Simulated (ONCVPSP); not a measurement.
PBE ONCV dataset for sulfur, scalar-relativistic all-electron reference.

S, optimised norm-conserving Vanderbilt (ONCV), made with ONCVPSP 4.0.1 (PBE, scalar-relativistic). Core [Ne], reference 3s2 3p3 (charge +1). Waves: 3s: rc 1.45 bohr, ncon 4, nbas 9, qcut 3.6 1/bohr, 3 projectors, debl 3.9 Ha; 3p: rc 1.15 bohr, ncon 5, nbas 8, qcut 6.4 1/bohr, 2 projectors, debl 2.5 Ha. Local part: polynomial inside 1.00 bohr (lpopt 5, dvloc0 4 Ha). Core correction: Teter function, fcfact 4.75, rcfact 1.4.

Question: Does the generator finish with these settings?

Answer: Yes, a potential is produced and its reference levels are reproduced.

Question: Estimate the cutoffs (Ha) at which the residual kinetic energy of the hardest occupied pseudo-wave falls to 1 and 0.1 mHa per electron.

Answer: 131 Ha and 152 Ha.

Question: Does the potential have ghost states?

Answer: Ghosts flagged at negative energy: p at -121.7 eV; GHOST(+) flagged for s at 330.9 eV. A true bound ghost makes a file unfit for plane-wave use.

Question: Which valence shell sets the plane-wave cutoff?

Answer: 3p: 131 Ha for 1 mHa per electron, against 86 Ha for 3s.

Question: Tests: 3s2 3p4; 3s2 3p2; 3s2 3p1; 3s1 3p5. Which has the largest error in its energy relative to the reference configuration, and how large is it?

Answer: 3s2 3p1, with +21 meV (all-electron minus pseudo) on +56.33 eV.
